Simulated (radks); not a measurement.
Values are calculated unless marked as measured or tabulated.
Question: Lu68+, 3 electrons, occupied as [He] 2s1 (the NIST ground configuration). Level of theory: scalar-relativistic Kohn-Sham, PBE, spin-polarised, spherical densities, finite nucleus; open shells are filled with parallel spins first (spin-orbit coupling, left out, can overturn this in heavy ions); Fermi nuclear charge, rms radius 5.37 fm (a radial shooting solver on a logarithmic mesh with Libxc functionals). Some entries of the table are withheld. Estimate them.

orbital,occ.,eigenvalue (Ry),<1/r> (bohr^-1),<r^2> (bohr^2)
1s up,1,-5266.207,82.46,(1)
1s down,1,-5264.388,82.45,(2)
2s up,1,-1311.553,20.26,0.007157
2p up,0,-1231.129,18.51,0.005682
3s up,0,-565.6558,8.648,0.03709
3d up,0,(3),7.833,0.02561

Answer: 
(1) 1s up <r^2> (bohr^2): 0.0005071
(2) 1s down <r^2> (bohr^2): 0.0005069
(3) 3d up eigenvalue (Ry): -527.7896
